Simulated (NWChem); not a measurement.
Species: Si₂NH₆OF; SMILES F[Si@H](N)O[SiH3]

```xyz
11

N      1.2885    -1.3249     0.4339
Si    -0.0854    -0.9856    -0.5241
F     -1.3356    -1.5815     0.3158
O     -0.2299     0.6397    -0.7200
Si     0.0176     2.0259     0.1723
H      2.2148    -1.0062     0.1761
H      1.3227    -2.1579     1.0099
H     -0.1665    -1.5782    -1.8776
H      1.4786     2.3279     0.2516
H     -0.5270     1.8779     1.5538
H     -0.6762     3.1456    -0.5224
```
Atoms are numbered in this order, from 1.

Level: PBE0/def2-SVP (NWChem), optimised geometry, unscaled harmonic frequencies. 

| frequency (cm⁻¹) | IR intensity (km/mol) |
|---|---|
| 51 | 1.3 |
| 69 | 1.7 |
| 79 | 1.1 |
| 147 | 5.9 |
| 277 | 20.1 |
| 327 | 18.2 |
| 335 | 142.1 |
| 419 | 67.2 |
| 619 | 3.5 |
| 728 | 52.6 |
| 737 | 51.2 |
| 752 | 1.3 |
| 833 | 59.0 |
| 852 | 25.8 |
| 915 | 321.3 |
| 949 | 65.6 |
| 954 | 83.6 |
| 966 | 341.4 |
| 1000 | 276.3 |
| 1099 | 392.3 |
| 1534 | 75.6 |
| 2235 | 120.2 |
| 2246 | 106.1 |
| 2263 | 119.2 |
| 2307 | 149.5 |
| 3626 | 49.0 |
| 3727 | 50.0 |

- zero-point energy: 42.9 kcal/mol
- thermal correction to the enthalpy at 298.15 K (with zero-point energy): 48.7 kcal/mol
- heat capacity Cv: 27.1 cal/(mol K)
- entropy at 298.15 K and 1 atm (symmetry number 1): 90.1 cal/(mol K)
- dipole moment: 2.48 D

Rigid rotor and harmonic oscillator; modes under 100 cm⁻¹ make the entropy uncertain.
